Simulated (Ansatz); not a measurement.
NbSe2. The state is a quartet with charge 0. Geometry r2SCAN-D4/def2-TZVP; atoms count from 1.

```tsv
atom	x (Å)	y (Å)	z (Å)
Nb1	-0.261	0.316	-1.403
Se2	1.237	0.188	0.574
Se3	-0.975	-0.504	0.829
```

In the def2 sets Nb takes a core potential; there is no spin–orbit coupling. The charge 0 quartet is spin-contaminated (final ⟨S²⟩ up to 3.89, 3.75 for a pure state). The structure comes from a short search, and lower isomers may exist.

**Question.** Estimate the Mulliken populations from the PBE0/def2-TZVP orbitals of Ansatz.

**Answer.** 
```tsv
atom	charge (e)	spin (α − β)	d electrons
Nb1	0.54	3.37	3.74
Se2	-0.27	-0.19	–
Se3	-0.27	-0.19	–
```
Mulliken values depend strongly on the basis.

**Question.** Where does the spin sit?

**Answer.** Summed by element: Nb 3.37, Se -0.37, of 3 unpaired in all. Largest on single atoms: Nb1 3.37, Se3 -0.19, Se2 -0.19.

**Question.** And the Mayer bond orders between heavy atoms (over 0.3)?

**Answer.** Nb1–Se2 1.17 (2.48 Å); Nb1–Se3 1.17 (2.48 Å); Se2–Se3 1.14 (2.33 Å).
